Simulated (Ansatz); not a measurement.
Breaking the C3–H4 bond in CH4Si (SMILES C[SiH]) (multiplicity 1 held, fragments rigid). Energies count from the point at 1.090 Å.
Geometry at that point (charge 0, multiplicity 1):
```json
[
 {"atom": "Si", "x (Å)": "-0.4428", "y (Å)": "-0.3373", "z (Å)": "0.5178"},
 {"atom": "H", "x (Å)": "-1.4299", "y (Å)": "-0.7004", "z (Å)": "-0.5909"},
 {"atom": "C", "x (Å)": "0.7708", "y (Å)": "0.5441", "z (Å)": "-0.6507"},
 {"atom": "H", "x (Å)": "1.6471", "y (Å)": "0.9486", "z (Å)": "-0.1444"},
 {"atom": "H", "x (Å)": "0.2562", "y (Å)": "1.3587", "z (Å)": "-1.1749"},
 {"atom": "H", "x (Å)": "1.1017", "y (Å)": "-0.1488", "z (Å)": "-1.4339"}
]
```

Unrestricted levels (U-) break spin symmetry where that is lower. Active spaces are followed from a long bond inwards. Curves can end on different states.

Cores are frozen in the correlated methods.

Codes used: Ansatz (an electronic-structure program). 

**Question.** Predict the energy at R = 3.488 Å from FIC-MRCISD+Q on CASSCF(2,2)/cc-pV(D+d)Z.

**Answer.** 4.75 eV

**Question.** Predict the energy at R = 3.488 Å from U-SCS-MP2/cc-pV(D+d)Z.

**Answer.** 4.83 eV

**Question.** Estimate the energy at R = 3.488 Å that U-CCSD(T)/cc-pV(D+d)Z returns for this input.

**Answer.** 4.79 eV

Doubts at one or more of the structures used: a spin-contaminated determinant (U-SCS-MP2/cc-pV(D+d)Z, U-CCSD(T)/cc-pV(D+d)Z); T1 above 0.05 (U-CCSD(T)/cc-pV(D+d)Z).
